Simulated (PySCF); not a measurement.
Cartesian coordinates in Å; atom numbers follow the order of the lines, from 1:
```xyz
16

C     2.743    0.706   -0.359
C     1.853   -0.279   -0.425
C     0.422   -0.191   -0.134
C    -0.333   -1.364   -0.087
C    -1.689   -1.330    0.197
C    -2.327   -0.123    0.433
C    -1.570    1.033    0.376
F    -2.175    2.208    0.593
C    -0.222    1.026    0.099
H     2.475    1.714   -0.062
H     3.786    0.531   -0.594
H     2.197   -1.270   -0.711
H     0.157   -2.314   -0.272
H    -2.257   -2.252    0.233
H    -3.385   -0.064    0.654
H     0.309    1.968    0.058
```

How the numbers were obtained: GIAO B97-2/pcSseg-2 shieldings, PBE0-D3(BJ)/def2-TZVP geometry, in PySCF 2.14.0 with density-fitted response routines (no solvent, a single conformation, relativity neglected).

Chemical shifts δ = σref − σ; ¹³C (185.38 ppm) and ¹H (31.64 ppm) against TMS; ¹⁹F (175.98 ppm) against CFCl3, all at this level.

| atoms | nucleus | count | δ (ppm) |
| --- | --- | --- | --- |
| C3 | ¹³C | 1 | ? |
| C2 | ¹³C | 1 | 146.0 |
| F8 | ¹⁹F | 1 | -116.8 |
| C1 | ¹³C | 1 | ? |
| H14 | ¹H | 1 | ? |
| C5 | ¹³C | 1 | 137.0 |
| C4 | ¹³C | 1 | 131.5 |
| C7 | ¹³C | 1 | 173.9 |
| H13 | ¹H | 1 | ? |
| H12 | ¹H | 1 | 7.00 |
| C9 | ¹³C | 1 | ? |
| H15 | ¹H | 1 | 7.14 |
| C6 | ¹³C | 1 | 121.3 |
| H11 | ¹H | 1 | 5.55 |
| H16 | ¹H | 1 | 7.70 |
| H10 | ¹H | 1 | 6.22 |

Complete the table.

Results:


- C3: 147.0 ppm, substituted aromatic carbon
- C1: 120.3 ppm, terminal =CH2 carbon; an sp2 carbon of a C=C bond
- C9: 115.1 ppm, aromatic CH
- H14: 7.51 ppm, hydrogen on an aromatic CH; ring-current deshielding
- H13: 7.11 ppm, hydrogen on an aromatic CH; ring-current deshielding

Shifts are as computed. Against solution values, carbons near 30 ppm lie about +3 ppm off and those near 130 ppm about +7 ppm. Of 1211 compounds with measured shifts, 218 miss one by over three times the rms of a fit or turn the order of signals round; such compounds aren't used in these exercises. Unscaled 19F shifts against computed CFCl3 carry errors that often reach 10 to 50 ppm.
